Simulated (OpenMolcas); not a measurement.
# Pb⁺: effect of the active space

```yaml
Program: OpenMolcas
Method: CASSCF or its RAS form
Basis: ANO-RCC-VTZP
Scalar_Hamiltonian: DKH2, point nucleus
Spin-orbit_coupling: RASSI with atomic mean-field integrals over the reference wave functions, term energies averaged over their components
```

A. 3 electrons in 4 orbitals (6s 6p); 2S+1 = 4 odd, 1 root (0 in the spin-orbit step); 2S+1 = 2 odd, 3 roots; 2S+1 = 4 even, 3 roots; 2S+1 = 2 even, 9 roots; cost of the order of 14 core-seconds
B. 3 electrons in 8 orbitals (6s 6p 7s 7p); 2S+1 = 4 odd, 1 root (0 in the spin-orbit step); 2S+1 = 2 odd, 3 roots; 2S+1 = 4 even, 3 roots; 2S+1 = 2 even, 6 roots; cost of the order of 29 core-seconds
C. 3 electrons in 9 orbitals (RAS2 6s 6p; RAS3 6d, at most 2 electrons); 2S+1 = 4 odd, 1 root (0 in the spin-orbit step); 2S+1 = 2 odd, 3 roots; 2S+1 = 4 even, 3 roots; 2S+1 = 2 even, 9 roots; cost roughly 29 core-seconds

Energies in cm-1 above 6s2 6p 2P* 1/2, the measured ground level; measured values from NIST Handbook of Basic Atomic Spectroscopic Data.

```json
{"Level": "6s2 6p 2P* 1/2", "A": "0.0", "B": "0.0", "C": "0.0", "Measured": "0.0"}
{"Level": "6s2 6p 2P* 3/2", "A": "12372", "B": "11243", "C": "12472", "Measured": "14081"}
{"Level": "6s 6p2 4P 1/2", "A": "50877", "B": "53531", "C": "52507", "Measured": ""}
{"Level": "6s 6p2 4P 3/2", "A": "56945", "B": "57677", "C": "58642", "Measured": "66125"}
{"Level": "6s 6p2 4P 5/2", "A": "62929", "B": "63604", "C": "64142", "Measured": "73906"}
```

Deviations, from unrounded energies. A percentage is the sum of absolute deviations over the sum of measured energies, with the sign that they share, or ± where signs differ.

```tsv
Against measurement	Levels	A	B	C
mean absolute deviation (cm-1)	3	7300	7200	6300
fine structure of the ground term (%)	1	-12.1	-20.2	-11.4
other configurations (%)	2	-14.4	-13.4	-12.3
```

C lies closest to measurement on these levels and A furthest from it. The largest miss of C in the table is 6s 6p2 4P 5/2, by -9800 cm-1. The ranking rests on the paired levels alone, and a cruder setting can come out closer through cancelling errors.

Among A to C the level of the table that moves most is 6s 6p2 4P 1/2, by 2700 cm-1 (lowest in A, highest in B).

Some high roots are left out of the spin-orbit mixing, which shifts the levels that they would mix with. Spin-orbit splittings of 6p shells tend to come out small when the coupling is added on scalar orbitals. Terms of s pⁿ other than that of highest spin mix with s² pⁿ⁻² d, which this space lacks; all of them can be thousands of cm-1 off, and some have no real level of that name (holds for A; B). The run also gave levels led by 6s2 7s, which use shells meant for correlation; these and all levels above them are left out (holds for B). Active for correlation alone: 6d; no level in the range computed is led by a configuration that fills it, so any true level of that kind is missing (holds for C). Some terms mix strongly with configurations of 6d, whose occupation reaches 0.32 (6s 6p2 2D) (holds for C). Measured partners are found by configuration, term and J. A level has none where our copy of the source lacks it or the pairing is in doubt (some pairs that miss far off the trend of their configuration count as doubtful), and it then counts in no deviation. Levels of configurations outside the active space are missing. Levels that lie high or do not pair safely by name in every column are left out.

* marks odd parity.
